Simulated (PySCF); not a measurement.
These compounds are isomers of formula C₆H₁₁NSi.

A. SMILES N#CC/C=C\C[SiH2]C
B. `InChI=1S/C6H11NSi/c7-5-6-3-1-2-4-8-6/h6H,1-4,8H2/t6-/m1/s1`
C. `C#C[C@H](C)N([SiH3])C=C`
D. `C=C([SiH3])/C=N/C1CC1`

Spectrum 1. ¹H NMR (500 MHz, computed): δ 4.30 (m, 1H), 4.23 (m, 1H), 2.29 (m, 1H), 2.22 (m, 1H), 2.00 (m, 1H), 1.88 (m, 1H), 1.69 (m, 1H), 1.46 (m, 1H), 1.31 (m, 1H), 1.22 (m, 1H), 0.99 (m, 1H). ¹³C{¹H} NMR (computed): δ 126.5 (C), 31.7 (CH2), 29.0 (CH2), 28.3 (CH2), 10.3 (CH), 9.2 (CH2).

Spectrum 2. ¹H NMR (500 MHz, computed): δ 8.40 (s, 1H), 6.46 (m, 1H), 6.42 (m, 1H), 4.05 (s, 3H), 2.97 (m, 1H), 1.12 (m, 2H), 1.09 (m, 2H). ¹³C{¹H} NMR (computed): δ 167.6 (CH), 154.9 (C), 141.4 (CH2), 43.3 (CH), 14.3 (CH2).

Spectrum 3. ¹H NMR (500 MHz, computed): δ 7.00 (m, 1H), 4.65 (s, 3H), 4.33 (m, 1H), 4.07 (m, 1H), 4.02 (m, 1H), 1.84 (d, 1H), 1.33 (d, 3H). ¹³C{¹H} NMR (computed): δ 146.0 (CH), 90.8 (CH2), 89.6 (C), 80.1 (CH), 51.6 (CH), 27.4 (CH3).

Spectrum 4. ¹H NMR (500 MHz, computed): δ 6.21 (m, 1H), 5.55 (m, 1H), 4.31 (m, 2H), 2.99 (d, 2H), 1.78 (m, 2H), 0.20 (t, 3H). ¹³C{¹H} NMR (computed): δ 140.2 (CH), 123.4 (CH), 122.8 (C), 18.6 (CH2), 16.1 (CH2), -5.7 (CH3).

- geometry: GFN2-xTB
- shielding tensors at PBE0/pcSseg-1 (GIAO)
- code: PySCF
- equivalent nuclei averaged, single conformer, relativity neglected, no solvent model

Shifts are taken against calculated references (same method and geometry level): ¹H (σref 31.72) and ¹³C (σref 186.93) against TMS. Where no couplings were computed, multiplicities follow the n + 1 count of equivalent neighbours, and m marks all less simple cases (inequivalent or close neighbours, rings, F or P nearby). Shifts are as computed. Against solution values, carbons near 30 ppm lie about +3 ppm off and those near 130 ppm about +5 ppm. Of 1211 compounds with measured shifts, 218 miss one by over three times the rms of a fit or turn the order of signals round; such compounds aren't used in these exercises.

Problem. Which spectrum belongs to which compound?

Solution. 1–B, 2–D, 3–C, 4–A.

- Spectrum 1 (B): 6 ¹³C signals; δC 126.5 is a nitrile carbon; δC 31.7 is an sp3 CH2 in a ring.
- Spectrum 2 (D): 5 ¹³C signals; δC 154.9 is a fully substituted alkene carbon; δC 141.4 is a terminal =CH2 carbon.
- Spectrum 3 (C): 6 ¹³C signals; δC 146.0 is an alkene carbon bearing nitrogen; δC 90.8 is a β carbon of an enol-ether or enamine type C=C.
- Spectrum 4 (A): 6 ¹³C signals; δC 140.2 is an alkene CH; δC 123.4 is an alkene CH.
